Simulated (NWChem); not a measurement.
Species: CH3AlCl, doublet; SMILES [Cl][Al][CH3]

```xyz
6

Al     0.6952     0.4810    -0.0001
C     -0.5735     2.0101    -0.0001
H     -1.2026     1.9599     0.8977
H     -1.2286     1.9392    -0.8777
H     -0.0597     2.9759    -0.0182
Cl    -0.1827    -1.4817     0.0000
```
Atoms are numbered in this order, from 1.

The geometry was optimised at B3LYP/6-31G* (spherical d), spin-unrestricted. The spin multiplicity was typed, not searched, and may not be the lowest. No stability test was run on the SCF state.

Q: List the 6 lowest vertical excitations from BHandHLYP/6-31G* (spherical d), spin-unrestricted, TDA (NWChem).

A: 
```
state    energy (eV)  oscillator strength  <S²>
-------  -----------  -------------------  ----
state 1         2.77                0.048  0.76
state 2         4.77                0.042  0.81
state 3         5.30                0.113  0.77
state 4         5.50                0.032  0.82
state 5         5.50                0.006  0.82
state 6         5.95                0.200  0.78
```
